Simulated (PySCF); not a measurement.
**Peak assignment**

Molfile (atoms numbered from 1):
```
C2H10B3N3
     RDKit          3D

 18 18  0  0  0  0  0  0  0  0999 V2000
    2.5821    0.1535   -0.5275 C   0  0  0  0  0  0  0  0  0  0  0  0
    1.8368   -0.2797    0.7229 C   0  0  0  0  0  0  0  0  0  0  0  0
    0.4257    0.0859    0.6913 N   0  0  0  0  0  0  0  0  0  0  0  0
   -0.5294   -0.8125    0.1200 B   0  0  0  0  0  0  0  0  0  0  0  0
   -1.8973   -0.4137    0.0581 N   0  0  0  0  0  0  0  0  0  0  0  0
   -2.3549    0.8466    0.5412 B   0  0  0  0  0  0  0  0  0  0  0  0
   -1.3717    1.7148    1.0987 N   0  0  0  0  0  0  0  0  0  0  0  0
    0.0075    1.3613    1.1851 B   0  0  0  0  0  0  0  0  0  0  0  0
    2.5242    1.2455   -0.6577 H   0  0  0  0  0  0  0  0  0  0  0  0
    2.1480   -0.3160   -1.4241 H   0  0  0  0  0  0  0  0  0  0  0  0
    3.6448   -0.1294   -0.4725 H   0  0  0  0  0  0  0  0  0  0  0  0
    2.3041    0.1753    1.6105 H   0  0  0  0  0  0  0  0  0  0  0  0
    1.9202   -1.3711    0.8460 H   0  0  0  0  0  0  0  0  0  0  0  0
   -0.1785   -1.8941   -0.2973 H   0  0  0  0  0  0  0  0  0  0  0  0
   -2.5679   -1.0570   -0.3406 H   0  0  0  0  0  0  0  0  0  0  0  0
   -3.5208    1.1625    0.4825 H   0  0  0  0  0  0  0  0  0  0  0  0
   -1.6609    2.6150    1.4571 H   0  0  0  0  0  0  0  0  0  0  0  0
    0.8135    2.1225    1.6727 H   0  0  0  0  0  0  0  0  0  0  0  0
  1  2  1  0
  2  3  1  0
  3  4  1  0
  4  5  1  0
  5  6  1  0
  6  7  1  0
  7  8  1  0
  8  3  1  0
  1  9  1  0
  1 10  1  0
  1 11  1  0
  2 12  1  0
  2 13  1  0
  4 14  1  0
  5 15  1  0
  6 16  1  0
  7 17  1  0
  8 18  1  0
M  END
```

PySCF 2.14 calculation with shielding tensors at PBE0/pcSseg-1 (GIAO), geometry from PBE0-D3(BJ)/def2-SVP and B3LYP/pcJ-1 coupling constants (spin–dipole term only in couplings to heteroatoms); non-relativistic Hamiltonian, equivalent nuclei averaged, one computed conformer, in vacuum.

Referencing at the same level of theory: TMS for 13C (184.41 ppm), 1H (31.27 ppm).

Q: Assign these signals to the numbered atoms. 13C{1H} NMR (computed): δ 49.5 (CH2), 23.6 (CH3).

A: 
49.5 → C2, sp3 CH2 bonded to N: deshielded by the electronegative neighbour
23.6 → C1, methyl carbon: saturated and bonded to C and H only

Q: Assign these signals to the numbered atoms. 1H NMR (500 MHz, computed): δ 5.64 (br s, 2H), 4.84 (br, 2H), 4.72 (br, 1H), 3.32 (q, J = 8.0 Hz, 2H), 1.13 (t, J = 8.0 Hz, 3H).

A: 
5.64 → H15/H17, hydrogen on a nitrogen bonded to 2 B, in a 6-membered ring: exchangeable, gas-phase position
4.84 → H14/H18, hydrogen on a boron bonded to 2 N, in a 6-membered ring
4.72 → H16, hydrogen on a boron bonded to 2 N, in a 6-membered ring
3.32 → H12/H13, hydrogen on an sp3 CH2 bonded to N: its carbon carries N, an electronegative neighbour
1.13 → H9/H10/H11, hydrogen on a methyl carbon

H14/H18 and H16 lie closer than the usual error of such a calculation, so a measured spectrum could show them in the other order.

OH and NH positions are those of a molecule without intermolecular hydrogen bonds; in solution they move with solvent, concentration and temperature, and exchange usually removes their couplings. Hydrogens on boron are broadened and split by 11B (spin 3/2, 80 %) and 10B (spin 3). Splittings below 1 Hz are ignored in the labels, and close J values are merged. Couplings among chemically equivalent protons are left out too, so labels in AA′BB′ or AA′XX′ sets are apparent multiplicities. Unscaled 3J(H,H) at this level run about 10 % above measured values. Shifts are as computed. Against solution values, carbons near 30 ppm lie about +2 ppm off and those near 130 ppm about +5 ppm. Of 1313 compounds with measured shifts, 239 miss one by over three times the rms of a fit or turn the order of signals round; such compounds aren't used in these exercises. Couplings to exchangeable protons are dropped.
